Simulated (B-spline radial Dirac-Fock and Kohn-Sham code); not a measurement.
Relative photoemission cross sections at Mg Kα (1253.6 eV): 3d3/2, 3d5/2, Sc to Gd

Method: a relativistic central-field model (Hartree-Slater potential of the initial state, Latter tail, multipole expansion of the photon field, Dirac-Fock thresholds). Computed with a radial B-spline solver. Cross sections are relative to C 1s, computed as 22.79 kb at this energy; β is from the dipole term. Free atoms in their tabulated ground configurations, whose changes along a row show as steps; without correlation, outer binding energies come out low.

```
 Z  element  σ 3d3/2  σ 3d5/2  β 3d5/2  binding 3d5/2 (eV)
21       Sc  0.00197  0.00290     0.75                7.26
22       Ti  0.00624  0.00921     0.79                8.32
23        V   0.0141   0.0207     0.83                9.27
25       Mn   0.0472   0.0694     0.90               10.97
26       Fe   0.0767    0.113     0.94               11.75
27       Co    0.118    0.174     0.97               12.49
28       Ni    0.176    0.257     1.00               13.20
30       Zn    0.354    0.516     1.05               14.57
31       Ga    0.472    0.688     1.07               24.82
32       Ge    0.613    0.895     1.09               36.16
36       Kr     1.46     2.13     1.16               92.18
38       Sr     2.09     3.05     1.19               141.3
40       Zr     2.89     4.21     1.21               188.5
43       Tc     4.42     6.43     1.22               265.2
46       Pd     6.38     9.27     1.22               339.9
48       Cd     7.99     11.6     1.20               411.4
49       In     8.87     12.9     1.19               451.5
50       Sn     9.82     14.3     1.18               493.2
54       Xe     14.2     20.6     1.08               676.5
56       Ba     16.6     24.2     0.99               789.6
57       La     17.9     26.1     0.94               846.3
58       Ce     19.3     28.1     0.88               894.1
59       Pr     20.7     30.2     0.81               933.5
60       Nd     22.2     32.4     0.73               982.9
61       Pm     23.7     34.6     0.64              1033.1
62       Sm     25.4     37.1     0.53              1084.2
63       Eu     27.3     39.8     0.44              1136.3
64       Gd     24.2     42.2     0.44              1198.6
```
